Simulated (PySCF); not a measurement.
# What a mistake does to a calculation on GeH5O2Si

Calculated results; nothing here was measured. The program is PySCF 2.14.0, an open-source quantum chemistry code, run on an isolated molecule that a program drew, which may never have been made. The molecule is GeH5O2Si (charge 0, doublet), drawn as the SMILES string `[OH][GeH]([OH])[SiH2]`.

Each row is a Hartree-Fock (HF) and frozen-core CCSD(T) single point in the cc-pV(D+d)Z basis, meant for a local HF minimum. Run 1 is clean. Each other run has one planted mistake out of seven kinds, and not every kind appears here: one electron removed, one electron added, multiplicity raised by two, geometry at a saddle point, minimal basis STO-3G, one bond length entered in bohr, all coordinates scaled. The reference is restricted for singlets and unrestricted otherwise, and also for a bond in bohr. Adding or removing an electron swaps singlet and doublet. Electrons count all cores. HOMO and LUMO are orbital energies over both spins, the gradient is its largest component, and the lowest frequency (negative if imaginary) is given only where the gradient is small. Bond lengths are over the 8 bonds as drawn. T1 is the CCSD diagnostic: over 0.02 (restricted) or 0.045 (unrestricted) a single reference is doubtful. Germanium has the cc-pVDZ-PP basis, with a core potential (ECP10MDF) in place of its 10 inner electrons, and its 3s, 3p and 3d shells are frozen in CCSD(T).

Geometry of the clean run:
```xyz
9
GeH5O2Si, angstrom
O     1.1662   -1.8793    2.5090
Ge    1.2747   -1.7697    0.7371
O     0.8622   -3.3491    0.0299
Si   -0.3643   -0.2771   -0.1612
H     0.3120   -2.1092    2.8461
H     2.7514   -1.4562    0.5055
H     1.4490   -4.0563    0.2593
H    -0.4059   -0.3041   -1.6406
H    -0.1817    1.1113    0.3233
```

```
run  electrons  basis functions  <S^2>  HOMO (eV)  LUMO (eV)  gradient (hartree/bohr)  lowest frequency (cm^-1)  mean bond (Å)  longest bond (Å)      T1  HF (hartree)  CCSD(T) (hartree)                 mistake
  1         67               99  0.757      -9.12       0.77                  2.3e-05                       108         1.5416             2.392  0.0146    -734.96469         -735.57342                no fault
  2         67               99  0.757      -9.05       0.85                  2.5e-02                         -         1.5046             2.334  0.0140    -734.95908         -735.56271  all coordinates scaled
  3         68               99  0.000      -1.00       8.37                  4.4e-02                         -         1.5416             2.392  0.0135    -734.96646         -735.60425      one electron added
  4         67               99  1.440      -8.95       0.64                  7.0e-03                         -         1.7115             2.886  0.0343    -734.87051         -735.47014                       ?
```

**Which mistake was planted in run 4, and what did it cost?**

The mean bond changes by a factor of 1.110 and the longest by 1.207, so the molecule wasn't scaled as a whole. A length L in bohr read as angstrom grows by (1/0.5292 - 1) L = 0.890 L. The 8 bonds together grew by 8 x 0.1699 = 1.359 Å, which gives L = 1.528 Å. That is bond Ge2-H6, 1.527 Å in the clean geometry. So the mistake is: one bond length entered in bohr. Subtracting run 1 and multiplying by 627.51 kcal/mol a hartree, the energy moved by 59.1 kcal/mol in HF and 64.8 kcal/mol in CCSD(T).

